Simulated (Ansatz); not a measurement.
FH₄InO₂Si (`[OH][In]([F])[O][SiH3]`) at its PBE0-D4/def2-TZVP geometry, where that method's forces vanish. Total charge 0; spin multiplicity 1. In: def2 effective core potential.

```
atom    x (Å)    y (Å)    z (Å)
  O1   1.8055  -0.0970  -2.6210
 In2   0.5351   0.3564  -1.2063
  F3  -0.5192   1.9784  -1.4136
  O4   0.2271  -0.6836   0.4093
 Si5  -0.7376  -0.5510   1.7272
  H6   1.7892   0.5596  -3.3238
  H7  -0.4606   0.7084   2.4720
  H8  -0.4632  -1.7117   2.6128
  H9  -2.1764  -0.5594   1.3433
```

Problem. For each bond, give half the difference of the two atoms' forces along it (eV/Å; positive pushes the atoms apart) under PBE-D4, r2SCAN-D4, B3LYP-D4, ωB97M-V in def2-TZVPP. (Best estimate.)

Solution. The calculation gave: 
| bond | length (Å) | PBE-D4 | r2SCAN-D4 | B3LYP-D4 | ωB97M-V |
| --- | --- | --- | --- | --- | --- |
| O1–In2 | 1.955 | 0.19 | 0.08 | 0.14 | 0.00 |
| O1–H6 | 0.962 | 0.41 | 0.04 | -0.02 | -0.07 |
| In2–F3 | 1.946 | 0.32 | 0.04 | 0.18 | 0.00 |
| In2–O4 | 1.946 | 0.07 | 0.07 | 0.07 | 0.00 |
| O4–Si5 | 1.639 | 0.30 | 0.03 | 0.10 | 0.13 |
| Si5–H7 | 1.489 | -0.01 | -0.04 | -0.09 | -0.12 |
| Si5–H8 | 1.486 | 0.06 | -0.01 | -0.11 | -0.16 |
| Si5–H9 | 1.489 | -0.01 | -0.04 | -0.09 | -0.12 |

B3LYP here is the variant with VWN-RPA as its local correlation; programs differ in this.

All numbers were calculated with Ansatz.
